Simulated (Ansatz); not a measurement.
Sites of protonation at heteroatoms (carbon was not tried) of N[Si](N)(O)O:

A. N[Si](N)(O)O + H+ → N[Si](N)(O)[OH2+]
B. N[Si](N)(O)O + H+ -> N[Si]([NH3+])(O)O

Quantity: proton affinity (enthalpy at 298 K, with B3LYP-D3(BJ) rigid-rotor harmonic-oscillator terms), kcal/mol. Structures are relaxed separately at B3LYP-D3(BJ)/def2-TZVP in Ansatz (a first-principles code), one conformer each, not searched for the lowest. Frequencies are from Ansatz. Correlated levels leave the core frozen unless marked. No spin-orbit coupling. Non-relativistic. CBS(X,Y): correlation extrapolated as X^-3; Hartree-Fock from the larger set. The bracket is a focal-point correction in the basis named. Positive means that the reaction releases energy.

```
   B97M-V/def2-TZVPD (Ansatz)  B3LYP-D4/def2-TZVPD (Ansatz + dftd4)  MP2/6-31G (Ansatz)  RI-MP2/CBS(cc-pV(T+d)Z,cc-pV(Q+d)Z)+[CCSD(T)-MP2]/cc-pV(T+d)Z (Ansatz)
-  --------------------------  ------------------------------------  ------------------  ----------------------------------------------------------------------
A                       196.7                                 196.0               209.8                                                                       ?
B                       220.2                                 219.3               224.9                                                                       ?
```

Q: Complete the blanks.

A: 
- A, RI-MP2/CBS(cc-pV(T+d)Z,cc-pV(Q+d)Z)+[CCSD(T)-MP2]/cc-pV(T+d)Z (Ansatz): 195.9
- B, RI-MP2/CBS(cc-pV(T+d)Z,cc-pV(Q+d)Z)+[CCSD(T)-MP2]/cc-pV(T+d)Z (Ansatz): 219.5
